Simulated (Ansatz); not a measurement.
The inner images of a band of C2H8OSSi (13 atoms, charge 0, multiplicity 1) are given out of order.

All numbers below come from UKS PBE-D4/6-31G* (Ansatz).

Initial state:

```xyz
13
Properties=species:S:1:pos:R:3
C -0.694 -0.727 1.636
O 0.537 -0.292 1.057
C 0.868 -0.971 -0.119
S -0.223 -0.581 -1.598
Si -0.061 1.567 -1.491
H -0.663 -1.812 1.861
H -1.548 -0.523 0.964
H -0.812 -0.161 2.572
H 1.900 -0.680 -0.364
H 0.798 -2.072 -0.007
H -0.890 2.171 -0.397
H 1.372 1.965 -1.291
H -0.561 2.080 -2.808
```

Final state:

```xyz
13
Properties=species:S:1:pos:R:3
C -0.703 -1.038 1.755
O 0.418 -0.248 1.346
C 0.899 -0.561 0.094
S -0.269 0.116 -1.269
Si 0.455 2.393 -1.450
H -0.465 -2.119 1.710
H -1.590 -0.836 1.125
H -0.919 -0.749 2.793
H 1.857 -0.036 -0.046
H 0.981 -1.652 -0.089
H -0.883 2.794 -0.797
H 0.425 -0.438 -2.299
H -0.184 2.338 -2.858
```

Problem. Put them in order from the first end to the last, with their energies above the first end.
A.
```xyz
13
Properties=species:S:1:pos:R:3
C -0.721 -0.625 1.504
O 0.585 -0.227 1.084
C 1.003 -0.897 -0.077
S -0.094 -0.586 -1.579
Si -0.116 1.614 -1.341
H -0.764 -1.718 1.684
H -1.475 -0.366 0.737
H -0.931 -0.083 2.436
H 2.057 -0.597 -0.226
H 0.942 -1.997 0.033
H -0.861 2.022 -0.092
H 1.295 1.278 -1.655
H -0.901 2.145 -2.492
```
B.
```xyz
13
Properties=species:S:1:pos:R:3
C -0.725 -0.627 1.492
O 0.587 -0.232 1.092
C 1.024 -0.891 -0.062
S 0.028 -0.492 -1.611
Si -0.036 1.859 -1.279
H -0.773 -1.720 1.671
H -1.472 -0.356 0.722
H -0.941 -0.088 2.426
H 2.087 -0.622 -0.184
H 0.923 -1.992 0.018
H -0.950 1.996 -0.084
H 1.180 0.993 -1.728
H -0.913 2.137 -2.458
```
C.
```xyz
13
Properties=species:S:1:pos:R:3
C -0.716 -0.823 1.659
O 0.534 -0.254 1.256
C 0.985 -0.701 0.036
S -0.115 -0.030 -1.396
Si 0.236 2.328 -1.179
H -0.682 -1.930 1.626
H -1.543 -0.464 1.018
H -0.888 -0.487 2.691
H 1.990 -0.283 -0.126
H 0.963 -1.804 -0.067
H -1.167 2.366 -0.534
H 0.791 -0.337 -2.366
H -0.369 2.384 -2.603
```
D.
```xyz
13
Properties=species:S:1:pos:R:3
C -0.721 -0.620 1.493
O 0.595 -0.234 1.093
C 1.040 -0.896 -0.040
S 0.149 -0.411 -1.639
Si 0.020 2.110 -1.216
H -0.776 -1.711 1.678
H -1.467 -0.338 0.725
H -0.934 -0.075 2.424
H 2.106 -0.652 -0.164
H 0.898 -1.994 0.016
H -1.033 1.973 -0.118
H 1.077 0.704 -1.824
H -0.933 2.111 -2.412
```
E.
```xyz
13
Properties=species:S:1:pos:R:3
C -0.724 -0.671 1.570
O 0.552 -0.281 1.058
C 0.919 -0.975 -0.099
S -0.169 -0.634 -1.595
Si -0.072 1.514 -1.444
H -0.754 -1.759 1.775
H -1.532 -0.421 0.858
H -0.866 -0.112 2.507
H 1.948 -0.661 -0.333
H 0.875 -2.074 0.034
H -0.774 2.053 -0.234
H 1.368 1.935 -1.415
H -0.750 2.050 -2.667
```
F.
```xyz
13
Properties=species:S:1:pos:R:3
C -0.728 -0.636 1.522
O 0.567 -0.240 1.069
C 0.966 -0.926 -0.085
S -0.172 -0.665 -1.566
Si -0.121 1.484 -1.396
H -0.766 -1.728 1.705
H -1.498 -0.381 0.770
H -0.919 -0.089 2.455
H 1.993 -0.581 -0.299
H 0.957 -2.024 0.053
H -0.752 2.018 -0.136
H 1.356 1.628 -1.537
H -0.864 2.104 -2.539
```
G.
```xyz
13
Properties=species:S:1:pos:R:3
C -0.703 -0.629 1.559
O 0.620 -0.244 1.167
C 1.040 -0.823 -0.005
S 0.084 -0.116 -1.534
Si -0.001 2.231 -0.998
H -0.787 -1.730 1.645
H -1.454 -0.249 0.841
H -0.880 -0.162 2.538
H 2.099 -0.568 -0.151
H 0.869 -1.916 -0.045
H -1.341 1.918 -0.292
H 1.182 -0.059 -2.333
H -0.708 2.314 -2.377
```

Solution. E (+0.01 eV), F (+0.18 eV), A (+1.00 eV), B (+2.19 eV), D (+2.49 eV), G (+2.10 eV), C (+2.09 eV).

The run took 5.7 min on 2 threads of Intel(R) Xeon(R) Gold 6455B (Sapphire Rapids), with other jobs on the host, peak memory 0.23 GiB.
